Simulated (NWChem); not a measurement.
System: thionyl fluoride (SOF₂); SMILES O=S(F)F

NWChem printed, in part:

```
             Northwest Computational Chemistry Package (NWChem) 7.3.0
             --------------------------------------------------------

 CS  symmetry detected

                             Geometry "geometry" -> ""
                             -------------------------

 Output coordinates in angstroms (scale by  1.889725989 to convert to a.u.)

  No.       Tag          Charge          X              Y              Z
 ---- ---------------- ---------- -------------- -------------- --------------
    1 O                    8.0000    -0.36352222    -1.38328485     0.00000000
    2 S                   16.0000     0.40715732    -0.17034511     0.00000000
    3 F                    9.0000    -0.20035219     0.76621114     1.16896513
    4 F                    9.0000    -0.20035219     0.76621114    -1.16896513

 Effective nuclear repulsion energy (a.u.)     190.8287780799

      Symmetry information
      --------------------

 Group name             Cs
 Group number              2
 Group order               2
 No. of unique centers     3

                                 NWChem DFT Module
                                 -----------------

 Summary of "ao basis" -> "ao basis" (spherical)
 ------------------------------------------------------------------------------
       Tag                 Description            Shells   Functions and Types
 ---------------- ------------------------------  ------  ---------------------
 O                         6-311++g**               10       22   5s4p1d
 S                         6-311++g**               14       30   7s6p1d
 F                         6-311++g**               10       22   5s4p1d

      Symmetry analysis of basis
      --------------------------

        a'         60
        a"         36

            General Information
            -------------------
          SCF calculation type: DFT
          Wavefunction type:  closed shell.
          No. of atoms     :     4
          No. of electrons :    42
           Alpha electrons :    21
            Beta electrons :    21
          Charge           :     0
          Spin multiplicity:     1
          Use of symmetry is: on ; symmetry adaption is: on
          Maximum number of iterations: 150
          AO basis - number of functions:    96
                     number of shells:    44
          Convergence on energy requested:  1.00D-06
          Convergence on density requested:  1.00D-05
          Convergence on gradient requested:  5.00D-04

              XC Information
              --------------
                         B3LYP Method XC Potential
                     Hartree-Fock (Exact) Exchange  0.200
                        Slater Exchange Functional  0.800 local
                    Becke 1988 Exchange Functional  0.720 non-local
              Lee-Yang-Parr Correlation Functional  0.810
                  VWN I RPA Correlation Functional  0.190 local

             Grid Information
             ----------------
          Grid used for XC integration:  medium
          Radial quadrature: Mura-Knowles
          Angular quadrature: Lebedev.
          Tag              B.-S. Rad. Rad. Pts. Rad. Cut. Ang. Pts.
          ---              ---------- --------- --------- ---------
          O                   0.60       49           9.0       434
          S                   1.00       88           8.0       590
          F                   0.50       49           9.0       434
          Grid pruning is: on
          Number of quadrature shells:   186
          Spatial weights used:  Erf1

      Superposition of Atomic Density Guess
      -------------------------------------

 Sum of atomic energies:        -671.07378339

      Non-variational initial energy
      ------------------------------

 Total energy =    -671.944665
 1-e energy   =   -1311.316105
 2-e energy   =     448.542662
 HOMO         =      -0.353646
 LUMO         =       0.009872

      Symmetry analysis of molecular orbitals - initial
      -------------------------------------------------

  Numbering of irreducible representations:

     1 a'          2 a"

  Orbital symmetries:

     1 a'          2 a'          3 a"          4 a'          5 a'
     6 a'          7 a"          8 a'          9 a'         10 a"
    11 a'         12 a'         13 a"         14 a'         15 a'
    16 a'         17 a"         18 a"         19 a'         20 a"
    21 a'         22 a"         23 a'         24 a'         25 a'
    26 a"         27 a'         28 a'         29 a'         30 a"
    31 a'

     ---------------------------------------------
      Total Density - Mulliken Population Analysis
     ---------------------------------------------

    Atom       Charge   Shell Charges
 -----------   ------   -------------------------------------------------------
    1 O    8     8.79   1.08  0.91  1.00  1.06  2.25  0.85  1.64 -0.06  0.04  0.01
    2 S   16    14.41   0.77  1.19  0.95  1.04  1.02  0.88  1.82  4.07  0.67  1.42  0.25  0.07  0.01  0.24
    3 F    9     9.40   1.08  0.92  1.18  1.10  2.49  0.89  1.83 -0.12  0.03  0.00
    4 F    9     9.40   1.08  0.92  1.18  1.10  2.49  0.89  1.83 -0.12  0.03  0.00

   convergence    iter        energy       DeltaE   RMS-Dens  Diis-err
 ---------------- ----- ----------------- --------- --------- ---------
 d= 0,ls=0.0,diis     1   -672.9704564533 -8.64D+02  2.11D-02  2.47D+00
 d= 0,ls=0.0,diis     2   -672.5729371199  3.98D-01  1.59D-02  6.54D+00
 d= 0,ls=0.0,diis     3   -673.1138617653 -5.41D-01  5.65D-03  5.51D-01
 d= 0,ls=0.0,diis     4   -673.1441124928 -3.03D-02  2.36D-03  2.37D-01
 d= 0,ls=0.0,diis     5   -673.1629432444 -1.88D-02  4.61D-04  8.17D-03
  Resetting Diis
 d= 0,ls=0.0,diis     6   -673.1635418308 -5.99D-04  5.30D-05  1.29D-04
 d= 0,ls=0.0,diis     7   -673.1635501425 -8.31D-06  2.06D-05  1.53D-06
 d= 0,ls=0.0,diis     8   -673.1635497795  3.63D-07  1.38D-05  5.29D-06
 d= 0,ls=0.0,diis     9   -673.1635502487 -4.69D-07  2.76D-06  2.36D-07

         Total DFT energy =     -673.163550248684
      One electron energy =    -1309.740603304725
           Coulomb energy =      501.009999824199
    Exchange-Corr. energy =      -55.261724848094
 Nuclear repulsion energy =      190.828778079936

 Numeric. integr. density =       42.000000889374

                  Occupations of the irreducible representations
                  ----------------------------------------------

                     irrep           alpha         beta
                     --------     --------     --------
                     a'               14.0         14.0
                     a"                7.0          7.0

                       DFT Final Molecular Orbital Analysis
                       ------------------------------------

 Vector   19  Occ=2.000000D+00  E=-4.326123D-01  Symmetry=a'
              MO Center= -5.4D-02, -3.8D-01, -1.3D-13, r^2= 2.4D+00
   Bfn.  Coefficient  Atom+Function         Bfn.  Coefficient  Atom+Function
  ----- ------------  ---------------      ----- ------------  ---------------
     8      0.273306  1 O  py                38     -0.229699  2 S  px
    12      0.220186  1 O  py                59      0.195507  3 F  px
    81      0.195507  4 F  px                 4      0.184191  1 O  py
    63      0.182209  3 F  px                85      0.182209  4 F  px
    28     -0.170572  2 S  s                 35     -0.149943  2 S  px

 Vector   20  Occ=2.000000D+00  E=-4.053646D-01  Symmetry=a"
              MO Center= -2.5D-01, -7.5D-01, -1.8D-14, r^2= 1.9D+00
   Bfn.  Coefficient  Atom+Function         Bfn.  Coefficient  Atom+Function
  ----- ------------  ---------------      ----- ------------  ---------------
     9      0.365332  1 O  pz                13      0.338453  1 O  pz
     5      0.247931  1 O  pz                60      0.179337  3 F  py
    82     -0.179337  4 F  py                64      0.172967  3 F  py
    86     -0.172967  4 F  py                40      0.150564  2 S  pz
    56      0.124789  3 F  py                78     -0.124789  4 F  py

 Vector   21  Occ=2.000000D+00  E=-3.613515D-01  Symmetry=a'
              MO Center=  3.4D-02, -5.2D-01, -4.2D-15, r^2= 2.1D+00
   Bfn.  Coefficient  Atom+Function         Bfn.  Coefficient  Atom+Function
  ----- ------------  ---------------      ----- ------------  ---------------
    28      0.498885  2 S  s                  7     -0.322024  1 O  px
    11     -0.309536  1 O  px                 3     -0.218131  1 O  px
    27      0.215992  2 S  s                 38      0.184423  2 S  px
    35      0.134213  2 S  px                26     -0.124155  2 S  s
    59     -0.115117  3 F  px                81     -0.115117  4 F  px

 Vector   22  Occ=0.000000D+00  E=-8.071311D-02  Symmetry=a"
              MO Center=  4.4D-01, -3.1D-01,  1.5D-15, r^2= 2.3D+00
   Bfn.  Coefficient  Atom+Function         Bfn.  Coefficient  Atom+Function
  ----- ------------  ---------------      ----- ------------  ---------------
    43      0.983493  2 S  pz                40      0.655179  2 S  pz
    66     -0.416904  3 F  s                 88      0.416904  4 F  s
    13     -0.261877  1 O  pz                37      0.250976  2 S  pz
    17     -0.246357  1 O  pz                 9     -0.213268  1 O  pz
    34     -0.164104  2 S  pz                62     -0.161785  3 F  s

 Vector   23  Occ=0.000000D+00  E=-3.914742D-02  Symmetry=a'
              MO Center=  4.7D-01, -8.9D-02, -8.8D-16, r^2= 2.8D+00
   Bfn.  Coefficient  Atom+Function         Bfn.  Coefficient  Atom+Function
  ----- ------------  ---------------      ----- ------------  ---------------
    42      1.069574  2 S  py                14      0.616073  1 O  s
    39      0.609368  2 S  py                66     -0.426410  3 F  s
    88     -0.426410  4 F  s                 28      0.343477  2 S  s
    27      0.269015  2 S  s                 41     -0.257413  2 S  px
    15      0.254894  1 O  px                38     -0.240108  2 S  px

 Vector   24  Occ=0.000000D+00  E= 7.845975D-03  Symmetry=a'
              MO Center=  1.2D+00, -1.5D-01, -7.8D-13, r^2= 9.1D+00
   Bfn.  Coefficient  Atom+Function         Bfn.  Coefficient  Atom+Function
  ----- ------------  ---------------      ----- ------------  ---------------
    44      2.387716  2 S  s                 14     -1.271521  1 O  s
    41     -0.920930  2 S  px                66     -0.501861  3 F  s
    88     -0.501861  4 F  s                 45      0.418835  2 S  px
    28      0.414345  2 S  s                 16     -0.337604  1 O  py
    38     -0.245585  2 S  px                27     -0.210871  2 S  s

     ---------------------------------------------
      Total Density - Mulliken Population Analysis
     ---------------------------------------------

    Atom       Charge   Shell Charges
 -----------   ------   -------------------------------------------------------
    1 O    8     8.39   1.08  0.91  0.95  1.05  2.02  0.88  1.45 -0.01  0.05  0.02
    2 S   16    15.20   0.77  1.19  0.94  1.05  1.20  0.75  1.85  4.02  0.96  1.76  0.22  0.06  0.02  0.40
    3 F    9     9.20   1.08  0.92  1.17  1.10  2.33  0.90  1.75 -0.11  0.06  0.00
    4 F    9     9.20   1.08  0.92  1.17  1.10  2.33  0.90  1.75 -0.11  0.06  0.00

     -------------------------------------------
      Total Density - Lowdin Population Analysis
     -------------------------------------------

    Atom       Charge   Shell Charges
 -----------   ------   -------------------------------------------------------
    1 O    8     8.56   1.03  0.95  0.96  0.94  2.01  0.65  1.52  0.16  0.31  0.03
    2 S   16    14.60   0.90  1.09  0.96  1.02  0.80  0.42  2.08  3.61  1.13  1.57  0.35  0.11  0.08  0.49
    3 F    9     9.42   1.03  0.96  1.19  1.02  2.32  0.72  1.66  0.16  0.36  0.01
    4 F    9     9.42   1.03  0.96  1.19  1.02  2.32  0.72  1.66  0.16  0.36  0.01

     Multipole analysis of the density
     ---------------------------------

     L   x y z        total         alpha         beta         nuclear
     -   - - -        -----         -----         ----         -------
     0   0 0 0     -0.000000    -21.000000    -21.000000     42.000000

     1   1 0 0      0.798623      0.399312      0.399312      0.000000
     1   0 1 0      0.077344      0.038672      0.038672      0.000000
     1   0 0 1     -0.000000     -0.000000     -0.000000      0.000000

     2   2 0 0    -20.091120    -17.959322    -17.959322     15.827524
     2   1 1 0     -0.657007     -0.596163     -0.596163      0.535319
     2   1 0 1     -0.000000     -0.000000     -0.000000      0.000000
     2   0 2 0    -23.109336    -58.584739    -58.584739     94.060142
     2   0 1 1      0.000000      0.000000      0.000000      0.000000
     2   0 0 2    -21.578560    -54.707354    -54.707354     87.836149
```

Level: B3LYP/6-311++G** (spherical d). All runs use the structure optimised with PBE0/def2-SVP.

Problem. Write an input that gives this output.

Solution. Several could match; the one computed here: the input that was run:
```
start job
memory heap 200 mb stack 900 mb global 1100 mb
geometry units angstroms noautoz
  O      0.005986    -1.371071    -0.389891
  S      0.000753    -0.172811     0.403403
  F      1.165575     0.780066    -0.186427
  F     -1.172333     0.769866    -0.186440
end
basis spherical
  * library 6-311++g**
end
dft
  xc b3lyp
  iterations 150
  mulliken
end
task dft energy
```
